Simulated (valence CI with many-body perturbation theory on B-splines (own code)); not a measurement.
**Ba23+: calculated level list**

Method: valence CI with perturbative core correlation (CI+MBPT): five valence electrons over a frozen Dirac-Fock core [Ar] 3d10, radial functions for each j: 11 s, 11 p, 10 d, 8 f, 5 g, 2 h, with the one-electron correlation potential Σ1, the two-electron term Σ2, the three-electron term Σ3, Breit, model QED; selected CI, second order for the rest, scaled by the run's own slope (own B-spline code, finite nucleus).

No measured spectrum was set against this ion. As an estimate, levels hold to about 250 cm⁻¹ or 0.2 % of their energy and the worst to 1 %, as in measured heavy ions of charge 2 to 7; those with d or f electrons hold less well. Among the levels kept, up to 2200 cm⁻¹ of a level comes from second order outside the variational space, and about a tenth of that is noise between levels of different J, which matters for small intervals.

Levels 91 to 135 of 167, with energies above the lowest level, (4s^2 4p1/2^2 4p3/2) J=3/2. "Leading %" is the weight of the configuration and term that name the level; weights of strongly mixed levels are sums over their largest components and can fall short. In the jj column 3d3/2^4 stands for four electrons in 3d with j = 3/2. Lifetimes count E1, E2, E3, M1 and M2 decay at the calculated energies, and are blank where another channel may lead or the interval is too uncertain; long ones can be off by a factor of two.

```tsv
No.	Configuration	Term	J	E (eV)	Leading %	Leading jj	g	Lifetime
91	4s 4p3 4d	2F°	5/2	201.73	29	4s 4p1/2 4p3/2^2 4d5/2 (44 %)	0.928	9.60 ps
92	4s 4p3 4d	4D°	3/2	202.04	30	4s 4p1/2 4p3/2^2 4d3/2 (46 %)	1.163	2.68 ps
93	4s 4p3 4d	2F°	5/2	202.16	44	4s 4p1/2 4p3/2^2 4d5/2 (57 %)	0.968	8.34 ps
94	4s 4p3 4d	4D°	1/2	203.27	56	4s 4p1/2 4p3/2^2 4d3/2 (66 %)	0.271	2.38 ps
95	4s 4p3 4d	2D°	3/2	203.39	34	4s 4p1/2 4p3/2^2 4d3/2 (38 %)	1.135	3.84 ps
96	4s 4p3 4d	2D°	5/2	205.14	24	4s 4p1/2 4p3/2^2 4d3/2 (30 %)	1.047	2.50 ps
97	4s 4p3 4d	4D°	1/2	205.18	28	4s 4p1/2 4p3/2^2 4d5/2 (29 %)	0.694	3.48 ps
98	4s2 4p2 4f	4G°	7/2	205.51	19	4s^2 4p1/2^2 4f7/2 (51 %)	1.115	7.83 ps
99	4s 4p3 4d	4P°	1/2	206.12	28	4s 4p1/2 4p3/2^2 4d5/2 (42 %)	1.724	2.81 ps
100	4s 4p3 4d	2D°	3/2	206.65	38	4s 4p1/2 4p3/2^2 4d5/2 (57 %)	1.074	4.65 ps
101	4s 4p3 4d	2F°	5/2	208.28	31	4s 4p1/2 4p3/2^2 4d5/2 (40 %)	1.062	4.82 ps
102	4s 4p3 4d	4F°	9/2	208.83	35	4s 4p3/2^3 4d5/2 (61 %)	1.200	32.3 ps
103	4s2 4p 4d2	4G°	7/2	209.42	46	4s^2 4p1/2 4d3/2 4d5/2 (55 %)	1.069	8.77 ps
104	4s 4p3 4d	2P°	3/2	210.05	18	4s^2 4p1/2 4d3/2 4d5/2 (28 %)	1.036	2.60 ps
105	4s2 4p 4d2	4G°	5/2	210.18	28	4s^2 4p1/2 4d3/2 4d5/2 (30 %)	0.901	3.08 ps
106	4s 4p3 4d	4D°	5/2	211.12	12	4s 4p3/2^3 4d5/2 (38 %)	1.192	5.57 ps
107	4s2 4p 4d2	2S°	1/2	211.67	20	4s^2 4p1/2 4d3/2^2 (36 %)	1.659	2.81 ps
108	4s 4p3 4d	2D°	3/2	213.15	15	4s^2 4p1/2 4d3/2 4d5/2 (28 %)	1.219	3.17 ps
109	4s 4p3 4d	2D°	5/2	213.25	24	4s 4p3/2^3 4d5/2 (24 %)	1.052	4.66 ps
110	4s2 4p 4d2	2H°	9/2	213.49	27	4s^2 4p1/2 4d3/2 4d5/2 (44 %)	1.077	11.1 ps
111	4s 4p3 4d	2P°	3/2	214.30	29	4s 4p1/2 4p3/2^2 4d5/2 (26 %)	1.064	2.52 ps
112	4s2 4p 4d2	4D°	1/2	214.44	62	4s^2 4p1/2 4d3/2 4d5/2 (54 %)	0.525	3.77 ps
113	4s 4p3 4d	2F°	7/2	214.48	27	4s 4p3/2^3 4d5/2 (60 %)	1.217	11.8 ps
114	4s2 4p 4d2	4G°	9/2	215.71	40	4s^2 4p1/2 4d5/2^2 (53 %)	1.109	24.8 ps
115	4s 4p3 4d	2F°	5/2	216.31	19	4s 4p3/2^3 4d3/2 (51 %)	1.114	2.69 ps
116	4s 4p3 4d	2F°	7/2	216.75	17	4s 4p3/2^3 4d3/2 (30 %)	1.168	2.99 ps
117	4s2 4p 4d2	2F°	7/2	217.56	21	4s^2 4p1/2 4d5/2^2 (27 %)	1.184	4.30 ps
118	4s2 4p 4d2	4F°	3/2	217.65	26	4s^2 4p1/2 4d3/2^2 (45 %)	0.926	2.04 ps
119	4s2 4p 4d2	4P°	1/2	218.25	42	4s 4p1/2 4p3/2^2 4d3/2 (22 %)	1.993	2.33 ps
120	4s 4p3 4d	2P°	3/2	219.07	19	4s 4p3/2^3 4d5/2 (34 %)	1.054	4.37 ps
121	4s2 4p 4d2	2F°	5/2	219.09	20	4s^2 4p1/2 4d3/2 4d5/2 (43 %)	1.069	2.91 ps
122	4s 4p3 4d	2F°	7/2	220.34	19	4s 4p3/2^3 4d5/2 (40 %)	1.168	6.61 ps
123	4s2 4p 4d2	4D°	3/2	220.39	20	4s^2 4p1/2 4d3/2 4d5/2 (27 %)	1.098	3.85 ps
124	4s2 4p2 4f	2H°	11/2	221.18	36	4s^2 4p1/2 4p3/2 4f7/2 (67 %)	1.182	37.1 ps
125	4s2 4p 4d2	4D°	5/2	221.19	18	4s^2 4p1/2 4p3/2 4f5/2 (30 %)	1.118	3.26 ps
126	4s2 4p2 4f	4F°	7/2	221.27	16	4s^2 4p1/2 4d3/2 4d5/2 (26 %)	1.119	3.22 ps
127	4s2 4p2 4f	2D°	5/2	221.85	11	4s^2 4p1/2 4d5/2^2 (16 %)	1.128	2.93 ps
128	4s 4p3 4d	2P°	1/2	222.46	32	4s 4p3/2^3 4d3/2 (53 %)	0.546	2.38 ps
129	4s2 4p2 4f	4G°	9/2	222.70	39	4s^2 4p1/2 4p3/2 4f7/2 (64 %)	1.197	3.92 ps
130	4s2 4p 4d2	4P°	3/2	222.93	47	4s^2 4p1/2 4d5/2^2 (35 %)	1.464	2.82 ps
131	4s2 4p2 4f	4F°	3/2	223.63	21	4s^2 4p1/2 4p3/2 4f5/2 (33 %)	0.955	3.44 ps
132	4s2 4p2 4f	2G°	7/2	223.74	46	4s^2 4p1/2 4p3/2 4f5/2 (66 %)	0.979	2.62 ps
133	4s 4p3 4d	2D°	5/2	223.85	30	4s 4p3/2^3 4d5/2 (47 %)	1.134	6.15 ps
134	4s2 4p2 4f	2G°	9/2	225.13	47	4s^2 4p1/2 4p3/2 4f7/2 (62 %)	1.170	3.93 ps
135	4s2 4p2 4f	4F°	5/2	225.35	28	4s^2 4p1/2 4p3/2 4f5/2 (47 %)	0.959	3.59 ps
```

Where two levels of one J and parity lie close, their mixing, g and order are uncertain.
